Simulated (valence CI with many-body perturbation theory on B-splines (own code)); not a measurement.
**Which ion has this spectrum?**

A relativistic CI+MBPT calculation for an atom or ion with 13 electrons gives these levels (cm⁻¹):

```tsv
J	Parity	E	g
1/2	odd	0	0.66
3/2	odd	282954	1.33
1/2	even	607039	2.46
3/2	even	798328	1.69
5/2	even	862925	1.43
3/2	even	963235	0.89
1/2	even	1035042	1.14
5/2	even	1115950	1.36
3/2	even	1258581	0.96
1/2	even	1320053	1.73
5/2	even	1350535	1.21
3/2	even	1364032	1.11
3/2	odd	1608910	1.24
3/2	odd	1712495	0.53
```

The energies are calculated, and their last digits are not significant.

Q: Which is it?
A. Mo29+
B. Tc30+
C. Rh32+
D. Ru31+

A: C. Rh32+, ground level (3s^2 3p1/2) J=1/2.
